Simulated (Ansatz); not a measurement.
Relaxation of C₃H₆Si (10 atoms, charge 0, multiplicity 1), to a largest force component of 0.02 eV/Å in at most 40 steps.

The calculation used RKS B3LYP-D4/STO-3G (Ansatz).

```xyz
10
Properties=species:S:1:pos:R:3
Si -1.060 0.541 -0.633
C -0.020 -0.623 0.246
C 1.361 -0.590 -0.013
C 1.056 -0.110 1.140
H -1.556 0.005 -1.957
H -2.317 0.897 0.165
H -0.385 1.871 -0.920
H -0.415 -1.562 0.478
H 2.204 -0.798 -0.612
H 1.215 0.317 2.108
```

Q: Where does it end, and by what steps?

A: The forces met the threshold. Limits of this set-up: minimal basis. After 6 steps the energy has fallen by 0.937 eV; C3 moved furthest, 0.14 Å.

```json
{"step": "0", "energy less start (eV)": "0.0000", "largest force component (eV/Å)": "5.491", "accepted": "yes"}
{"step": "1", "energy less start (eV)": "-0.8382", "largest force component (eV/Å)": "1.942", "accepted": "yes"}
{"step": "2", "energy less start (eV)": "-0.9175", "largest force component (eV/Å)": "0.711", "accepted": "yes"}
{"step": "3", "energy less start (eV)": "-0.9315", "largest force component (eV/Å)": "0.362", "accepted": "yes"}
{"step": "4", "energy less start (eV)": "-0.9366", "largest force component (eV/Å)": "0.111", "accepted": "yes"}
{"step": "5", "energy less start (eV)": "-0.9372", "largest force component (eV/Å)": "0.053", "accepted": "yes"}
{"step": "6", "energy less start (eV)": "-0.9374", "largest force component (eV/Å)": "0.015", "accepted": "yes"}
```

```xyz
10
Properties=species:S:1:pos:R:3
Si -1.166 0.605 -0.680
C -0.032 -0.589 0.228
C 1.491 -0.600 0.041
C 1.075 -0.126 1.184
H -1.592 0.034 -1.937
H -2.340 0.884 0.114
H -0.470 1.844 -0.940
H -0.497 -1.563 0.463
H 2.315 -0.849 -0.630
H 1.300 0.307 2.160
```

Whether the end is a true minimum wasn't checked by a vibrational analysis.

Time of the run: 7.5 s on 1 thread of Arm Neoverse V2, with other jobs on the host, peak memory 0.096 GiB.
